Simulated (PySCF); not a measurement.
Results of a calculation; reference values are marked as such.
Si4H11N2

The system: Si4H11N2, a small molecule (built as: Si site whose three back bonds go to SiH3, NHSiH3, NHSiH3); neutral, doublet. The structure, one conformer, was relaxed in the gas phase by PBE0-D3(BJ)/def2-SVP. No frequency run checks that it is a minimum.

SMILES: [SiH3]N[Si]([SiH3])N[SiH3]

```
atom   x (Å)   y (Å)   z (Å)
 Si1  -0.141  -0.044   0.631
 Si2  -0.408   2.083  -0.353
  N3  -1.091  -1.286  -0.153
 Si4  -2.776  -1.653   0.103
  N5   1.528  -0.553   0.519
 Si6   2.966   0.377   0.181
  H7   0.358   3.122   0.403
  H8  -0.008   2.143  -1.798
  H9  -1.866   2.408  -0.260
 H10  -0.603  -1.814  -0.875
 H11  -2.982  -3.058   0.578
 H12  -3.580  -1.483  -1.148
 H13  -3.270  -0.705   1.144
 H14   1.696  -1.496   0.865
 H15   3.629   0.935   1.402
 H16   2.578   1.515  -0.702
 H17   3.963  -0.493  -0.516
```

EPR values by unrestricted B3LYP, IGLO-III on N Si, pcH-1 on H.

Predict g and the largest hyperfine couplings. Where does the spin sit?

g = 2.0013, 2.0020, 2.0031. The spin sits on Si1 (77 %, bonded to 2 N + 1 Si) by Mulliken populations.
| atom | isotope | isotropic (MHz) | dipolar, principal values (MHz) |
| --- | --- | --- | --- |
| Si1 | 29Si | -566.7 | -127.1, 61.7, 65.4 |
| Si2 | 29Si | -157.3 | -28.1, 12.3, 15.8 |
| H8 | 1H | 61.5 | -2.8, -0.2, 3.0 |
| N3 | 14N | 28.4 | -3.5, -2.9, 6.4 |
| H10 | 1H | 23.6 | -4.9, -1.6, 6.5 |
| H17 | 1H | 12.3 | -1.0, -0.8, 1.8 |

How do the isotropic couplings move with BHandHLYP?

Si1 -566.7 to -601.2 MHz, Si2 -157.3 to -156.8 MHz, H8 61.5 to 61.0 MHz, N3 28.4 to 28.3 MHz.

The 2 runs behind this took 5.3 min in all, one thread each of Arm Neoverse V1 on a shared host, launched as `OMP_NUM_THREADS=1 python cluster_run.py task.json out`.
